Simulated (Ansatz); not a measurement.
Start from `N/C(F)=[CH]/[GeH3]` and change one atom or group to get `C/C(F)=[CH]/[GeH3]`.

Ansatz, PBE0-D4/def2-TZVP geometries, multiplicity 1. Each molecule was computed in one conformer, which needn't be the lowest.

Scalar relativity is left out up to krypton.

```json
{"property": "HOMO–LUMO gap (PBE0/def2-TZVPP) / eV", "`N/C(F)=[CH]/[GeH3]`": "6.93"}
{"property": "HOMO–LUMO gap (ωB97M-V/def2-TZVPP) / eV", "`N/C(F)=[CH]/[GeH3]`": "10.80"}
{"property": "LUMO energy (PBE/def2-TZVPP) / eV", "`N/C(F)=[CH]/[GeH3]`": "-0.45"}
{"property": "HOMO–LUMO gap (PBE/def2-TZVPP) / eV", "`N/C(F)=[CH]/[GeH3]`": "4.84"}
{"property": "size of the dipole moment (B3LYP/def2-TZVPP) / D", "`N/C(F)=[CH]/[GeH3]`": "3.01"}
{"property": "LUMO energy (ωB97M-V/def2-TZVPP) / eV", "`N/C(F)=[CH]/[GeH3]`": "2.15"}
```

Q: Give the same properties after the change, and the shifts. (Estimate.)

A: The calculation gave: 
| property | `C/C(F)=[CH]/[GeH3]` | shift |
| --- | --- | --- |
| HOMO–LUMO gap (PBE0/def2-TZVPP) / eV | 7.30 | 0.37 |
| HOMO–LUMO gap (ωB97M-V/def2-TZVPP) / eV | 11.57 | 0.77 |
| LUMO energy (PBE/def2-TZVPP) / eV | -1.03 | -0.58 |
| HOMO–LUMO gap (PBE/def2-TZVPP) / eV | 5.16 | 0.32 |
| size of the dipole moment (B3LYP/def2-TZVPP) / D | 1.94 | -1.07 |
| LUMO energy (ωB97M-V/def2-TZVPP) / eV | 1.97 | -0.18 |

With PBE0 the HOMO falls by 0.91 eV and the LUMO falls by 0.55 eV, so the gap widens by about 0.36 eV. PBE moves the HOMO by -0.90 eV and ωB97M-V by -0.95 eV. The zero-point energy changes by 28.1 kJ/mol with +3 modes. Dipoles are sizes alone; their direction can turn.

Positive LUMOs are unbound, so they and the gaps depend on the basis.

B3LYP here is the variant with VWN-RPA as its local correlation; programs differ in this.
